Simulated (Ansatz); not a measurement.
Reaction (cleavage of the Si–Al bond): `C#C[SiH2][AlH][SiH3]` + `C[O][Mg][OH]` → `C[O][Mg][O][SiH3]` + `C#C[SiH2][AlH2]`

Isolated molecules relaxed with PBE0-D4/def2-TZVP in Ansatz; ΔE leaves out vibrations. CCSD(T)/CBS adds triple-zeta CCSD(T) − MP2 to the extrapolated MP2 energy (def2 sets, frozen cores). For Mg outer-core shells are correlated without core-valence functions, which leaves a few kJ/mol of doubt a bond. Each species was taken in one conformer, which may not be the lowest.

`C#C[SiH2][AlH][SiH3]`:

Z-matrix (Å, degrees):
```
Al
Si 1 2.442
C 1 2.260 2 112.0
C 1 2.294 2 101.6 3 31.1
Si 1 2.466 2 113.4 3 -49.7
H 1 1.585 2 129.3 3 150.2
H 2 1.492 1 110.2 3 25.3
H 2 1.492 1 112.3 3 144.9
H 2 1.493 1 112.9 3 -94.2
H 4 1.070 1 125.9 2 66.9
H 5 1.483 1 124.0 2 -167.1
H 5 1.483 1 124.2 2 4.6
```

`C[O][Mg][OH]`:

Cartesian coordinates in Å:
```
C -0.080 0.873 1.509
O -0.028 0.184 0.319
Mg 0.025 -0.695 -1.201
O -0.002 -1.580 -2.728
H -1.115 1.065 1.825
H 0.422 1.849 1.437
H 0.408 0.318 2.323
H 0.371 -2.014 -3.484
```

`C[O][Mg][O][SiH3]`:

```xyz
11

C     1.677   -1.071    2.593
O     0.972   -0.619    1.499
Mg    0.069   -0.046    0.112
O    -0.851    0.540   -1.305
Si   -1.673    1.068   -2.587
H     2.409   -0.328    2.940
H     1.014   -1.293    3.441
H     2.233   -1.992    2.366
H    -1.526    0.141   -3.747
H    -3.130    1.187   -2.287
H    -1.194    2.413   -3.024
```

`C#C[SiH2][AlH2]`:

Cartesian coordinates in Å:
```
C -2.026 0.305 -1.337
C -1.273 -0.236 -0.562
Si -0.026 -0.929 0.588
Al 1.745 0.771 0.482
H -2.704 0.766 -2.018
H 0.363 -2.277 0.093
H -0.665 -1.093 1.922
H 1.707 2.022 1.458
H 2.878 0.671 -0.626
```

```json
{"species": "`C#C[SiH2][AlH][SiH3]`", "MP2/def2-TZVPP energy (Eh)": "-900.20941"}
{"species": "`C[O][Mg][OH]`", "MP2/def2-TZVPP energy (Eh)": "-390.54693"}
{"species": "`C[O][Mg][O][SiH3]`", "MP2/def2-TZVPP energy (Eh)": "-680.82518"}
{"species": "`C#C[SiH2][AlH2]`", "MP2/def2-TZVPP energy (Eh)": "-609.97004"}
```

Question: Work out ΔE.

Answer: ΔE = (-680.82518) + (-609.97004) − (-900.20941) − (-390.54693) = -0.03888 Eh = -102.1 kJ/mol. CCSD(T)/CBS gives -100.8 kJ/mol.

Largest T1 diagnostic among the species: 0.015.

From BLYP to BHLYP (50 % exact exchange), in def2-TZVPP and without D4, ΔE moves by −23.7 kJ/mol. In def2-TZVPP, CCSD(T) changes the Hartree–Fock value by +66.7 kJ/mol (the triples alone add +11.9 kJ/mol) and MP2 by +64.0 kJ/mol. Leaving LDA and LC-ωPBE aside and taking each functional with its dispersion term where it has one, the values, not all of them listed here, spread over 62.6 kJ/mol, from BHLYP-D4 to PBE-D4. LDA lies +18.2 kJ/mol from PBE without D4.
